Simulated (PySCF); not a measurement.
**CuN⁺: frontier orbitals**

MN15 at R = 1.879 Å; Cu def2-TZVPPD, N def2-TZVPPD; no relativity (PySCF 2.14). State: ⁴Σ⁻ (quartet), unpaired electrons σ ↑, π ↑↑. Only the outer orbitals are listed, counted within each symmetry.

```
spin  orbital  occ.  ε (eV)  on Cu (%)           main shells (%)
   α       8σ     1  -19.59         39           58 N p, 36 Cu d
   α       3π     1  -18.92         50           50 N p, 49 Cu d
   α       3π     1  -18.92         50           50 N p, 49 Cu d
   α       1δ     1  -17.82        100                  100 Cu d
   α       1δ     1  -17.81        100                  100 Cu d
   α       4π     1  -16.94         51           51 Cu d, 49 N p
   α       4π     1  -16.94         51           51 Cu d, 49 N p
   α       9σ     1  -16.77         71  59 Cu d, 29 N p, 10 Cu s
   α      10σ     0   -7.97        101                   92 Cu s
   α       5π     0   -4.45         97                   96 Cu p
   α       5π     0   -4.45         97                   96 Cu p
   β       7σ     1  -25.89         13                    86 N s
   β       3π     1  -17.75         97                   97 Cu d
   β       3π     1  -17.75         97                   97 Cu d
   β       1δ     1  -17.70        100                  100 Cu d
   β       1δ     1  -17.70        100                  100 Cu d
   β       8σ     1  -17.45         88                   89 Cu d
   β       9σ     0  -10.23         51           48 N p, 46 Cu s
   β       4π     0   -8.74         13            87 N p, 9 Cu p
   β       4π     0   -8.74         13            87 N p, 9 Cu p
```

Which are the highest filled and the lowest empty level, where do they sit, and how wide is the gap?

Highest filled α 9σ at -16.77 eV (in %: 59 Cu d, 29 N p, 10 Cu s); lowest empty β 9σ at -10.23 eV (in %: 48 N p, 46 Cu s); the gap at MN15 is 6.54 eV.

```json
{
  "bond order (Mayer)": "0.70",
  "⟨S²⟩": "3.762",
  "charge on Cu (Mulliken, basis-dependent)": "0.85",
  "charge on Cu (Löwdin, basis-dependent)": "0.74",
  "dipole moment (positive dipole points towards N; it is taken about the centre of mass and depends on that origin)": "-1.20 D"
}
```

Shares are Mulliken populations and can fall outside 0 to 100 %.

With d or f electrons several states lie close, and the lowest PBE0 determinant need not be the measured ground state.
